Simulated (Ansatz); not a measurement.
Energy needed to pull apart SbNH$_{4}$ (SMILES [NH2][SbH2]), singlet, into free ground-state atoms, from the structure below (displaced at random from a GFN2-xTB minimum); no zero-point or spin–orbit terms; open-shell atoms are treated unrestricted, in their ground-state multiplicity.

```csv
atom,x (Å),y (Å),z (Å)
N1,-0.2236,-0.9051,0.0152
Sb2,0.7385,0.9022,0.0238
H3,0.1576,-1.5090,-0.7118
H4,-0.0408,-1.4136,0.8747
H5,-0.1564,1.3661,-1.2692
H6,-0.4755,1.5436,1.0561
```

Ansatz 0.2.0; basis: def2-TZVPP; cores frozen in the correlated methods. Filled d shells of the heavier atoms are correlated. Core potentials replace the inner electrons of the atoms past krypton. The def2 sets are not built for correlating such inner shells, so the correlated values are less sure here.

| method | atomization energy (kJ/mol) |
| --- | --- |
| SPW92 | 1810 |
| PBE-D4 | 1577 |
| r2SCAN-D4 | 1531 |
| PBE0-D4 | 1529 |
| LC-wPBE | ? |
| wB97M-V | ? |
| HF | 938 |
| MP2 | 1467 |
| CCSD | 1469 |
| CCSD(T) | 1498 |

Q: What does LC-wPBE give? (Judge from chemistry; the value comes from the calculation.)

A: By the calculation: 1512 kJ/mol, which is about 15 kJ/mol more than CCSD(T)/def2-TZVPP.

Q: What does wB97M-V give? (Judge from chemistry; the value comes from the calculation.)

A: The calculation gives: 1554 kJ/mol, which is about 56 kJ/mol more than CCSD(T)/def2-TZVPP.

In triple zeta the MP2 and coupled-cluster atomization energies are still short of their basis limit by a few kcal/mol a bond, whereas those of the functionals are nearly converged, so these differences are not deviations from converged CCSD(T).

The T1 diagnostic stays at or below 0.014.

For scale, one of the runs: CCSD(T)/def2-TZVPP forces, 137 basis functions (an equivalent command: `ansatz run in.yaml --threads 4`). The run took 52 s on 4 CPU threads (shared host), with 1.5 GiB of host memory at its peak.
